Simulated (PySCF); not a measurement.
These compounds are isomers of formula C$_{7}$H$_{5}$NO.

A. `C=C(C#N)C#CC(C)=O`
B. Phenyl Isocyanate (SMILES O=C=Nc1ccccc1)
C. `c1cc2ccoc2cn1`

Spectrum 1. 13C{1H} NMR (computed): δ 187.5 (C), 157.1 (CH2), 119.9 (C), 110.4 (C), 97.2 (C), 87.8 (C), 36.4 (CH3).

Spectrum 2. 13C{1H} NMR (computed): δ 157.9 (C), 152.9 (CH), 148.0 (CH), 140.3 (C), 138.7 (CH), 120.1 (CH), 112.7 (CH).

Spectrum 3. 13C{1H} NMR (computed): δ 138.4 (C), 135.4 (CH), 131.5 (CH), 130.2 (CH), 127.1 (C).

How the numbers were obtained: couplings computed with B3LYP/pcJ-1 (spin–dipole term left out of most H,H and C,H couplings), PBE0/pcSseg-1 with gauge-including orbitals, geometry: GFN2-xTB, in PySCF 2.14 (one computed conformer, no relativistic terms, no solvent, fast rotation and ring inversion assumed for equivalent nuclei).

δ = σ(ref) − σ, references computed at the same level: 13C (σref 186.93) against TMS. Shifts are as computed. Against solution values, carbons near 30 ppm lie about +3 ppm off and those near 130 ppm about +5 ppm. Of 1211 compounds with measured shifts, 218 miss one by over three times the rms of a fit or turn the order of signals round; such compounds aren't used in these exercises.

Q: Which spectrum belongs to which compound?

A: 1–A, 2–C, 3–B.

- Spectrum 1 (A): 7 13C signals; δC 157.1 is a terminal =CH2 carbon; δC 119.9 is a nitrile carbon.
- Spectrum 2 (C): 7 13C signals; δC 148.0 is an aromatic CH next to a ring nitrogen; δC 157.9 is a ring-fusion aromatic carbon.
- Spectrum 3 (B): 5 13C signals; δC 138.4 is an aromatic carbon bearing nitrogen; δC 135.4 is an aromatic CH.
